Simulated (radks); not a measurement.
Br3+, 32 electrons, occupied as [Ar] 3d10 4s2 4p2.

Method: Dirac Kohn-Sham, LDA (Slater exchange, Perdew-Wang correlation), spin-unpolarised, spherical densities, point nucleus; open shells are shared between the two j in proportion to 2j + 1; speed of light set to 102.777 atomic units (0.75 times the physical value, a model run); computed with a radial shooting solver on a logarithmic mesh with Libxc functionals.

Energy parts (hartree):
total: -2627.68405
kinetic: 2752.07461
electron-nucleus: -6360.29567
Hartree: 1069.22649
exchange-correlation: -88.68949

Orbitals (lengths in bohr, moments of r in powers of bohr; r(max) is where P^2 peaks; r(90%) holds 90 % of the orbital's charge):
[
 {"orbital": "1s1/2", "occ.": "2", "eigenvalue (hartree)": "-496.7217", "r(max)": "0.02720", "r(90%)": "0.0755", "<r^2>": "0.002392"},
 {"orbital": "2s1/2", "occ.": "2", "eigenvalue (hartree)": "-66.54396", "r(max)": "0.1566", "r(90%)": "0.289", "<r^2>": "0.04096"},
 {"orbital": "2p1/2", "occ.": "2", "eigenvalue (hartree)": "-60.07646", "r(max)": "0.1222", "r(90%)": "0.262", "<r^2>": "0.03130"},
 {"orbital": "2p3/2", "occ.": "4", "eigenvalue (hartree)": "-56.88105", "r(max)": "0.1280", "r(90%)": "0.272", "<r^2>": "0.03388"},
 {"orbital": "3s1/2", "occ.": "2", "eigenvalue (hartree)": "-10.38737", "r(max)": "0.4769", "r(90%)": "0.810", "<r^2>": "0.3398"},
 {"orbital": "3p1/2", "occ.": "2", "eigenvalue (hartree)": "-8.14825", "r(max)": "0.4674", "r(90%)": "0.838", "<r^2>": "0.3520"},
 {"orbital": "3p3/2", "occ.": "4", "eigenvalue (hartree)": "-7.68356", "r(max)": "0.4832", "r(90%)": "0.867", "<r^2>": "0.3766"},
 {"orbital": "3d3/2", "occ.": "4", "eigenvalue (hartree)": "-3.86867", "r(max)": "0.4270", "r(90%)": "0.965", "<r^2>": "0.4245"},
 {"orbital": "3d5/2", "occ.": "6", "eigenvalue (hartree)": "-3.79772", "r(max)": "0.4319", "r(90%)": "0.977", "<r^2>": "0.4348"},
 {"orbital": "4s1/2", "occ.": "2", "eigenvalue (hartree)": "-2.03283", "r(max)": "1.347", "r(90%)": "2.23", "<r^2>": "2.630"},
 {"orbital": "4p1/2", "occ.": "0.666667", "eigenvalue (hartree)": "-1.51231", "r(max)": "1.497", "r(90%)": "2.55", "<r^2>": "3.379"},
 {"orbital": "4p3/2", "occ.": "1.33333", "eigenvalue (hartree)": "-1.46183", "r(max)": "1.542", "r(90%)": "2.61", "<r^2>": "3.568"},
 {"orbital": "4d3/2", "occ.": "0", "eigenvalue (hartree)": "-0.77119", "r(max)": "2.112", "r(90%)": "3.71", "<r^2>": "6.997"},
 {"orbital": "4d5/2", "occ.": "0", "eigenvalue (hartree)": "-0.76656", "r(max)": "2.128", "r(90%)": "3.73", "<r^2>": "7.084"},
 {"orbital": "5s1/2", "occ.": "0", "eigenvalue (hartree)": "-0.71619", "r(max)": "3.244", "r(90%)": "4.89", "<r^2>": "13.25"}
]

The highest occupied level is 4p3/2 at -39.778 eV. The density falls to 0.001 e/bohr^3 at r = 3.27 bohr.
